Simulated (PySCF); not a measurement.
Results of a calculation; reference values are marked as such.
**C2H6FSi**

The system: C2H6FSi, a small molecule (built as: C site whose three back bonds go to SiH3, CH3, F); neutral, doublet. The structure, one conformer, was relaxed in the gas phase by PBE0-D3(BJ)/def2-SVP. No frequency run checks that it is a minimum.

SMILES: C[C](F)[SiH3]

```tsv
atom	x (Å)	y (Å)	z (Å)
C1	-0.176	-0.124	-0.523
Si2	1.516	0.266	0.143
C3	-1.475	-0.245	0.174
F4	-0.275	-0.205	-1.864
H5	2.530	-0.679	-0.417
H6	1.457	0.133	1.630
H7	1.954	1.656	-0.205
H8	-2.156	0.583	-0.099
H9	-1.987	-1.184	-0.105
H10	-1.340	-0.233	1.264
```

EPR values by unrestricted B3LYP, IGLO-III on C F Si, pcH-1 on H.

Question: Predict g and the largest hyperfine couplings. Where does the spin sit?

Answer: g = 2.0021, 2.0045, 2.0049. The spin sits on C1 (90 %, bonded to 1 C + 1 F + 1 Si) by Mulliken populations.
```
atom  isotope  isotropic (MHz)  dipolar, principal values (MHz)
  F4      19F            122.4            -221.0, -194.1, 415.2
  C1      13C             89.1              -77.3, -74.7, 152.0
  H8       1H            119.5                  -4.5, -3.4, 7.9
  H9       1H             97.7                  -4.6, -3.8, 8.4
  H7       1H             75.7                  -3.2, -1.9, 5.1
 Si2     29Si             49.6                  -2.1, -1.6, 3.7
```

Question: How do the isotropic couplings move with BHandHLYP?

Answer: F4 122.4 to 179.7 MHz, C1 89.1 to 122.3 MHz, H8 119.5 to 119.9 MHz, H9 97.7 to 98.1 MHz.

The 2 runs behind this took 57 s in all, one thread each of Arm Neoverse V1 on a shared host, launched as `OMP_NUM_THREADS=1 python cluster_run.py task.json out`.
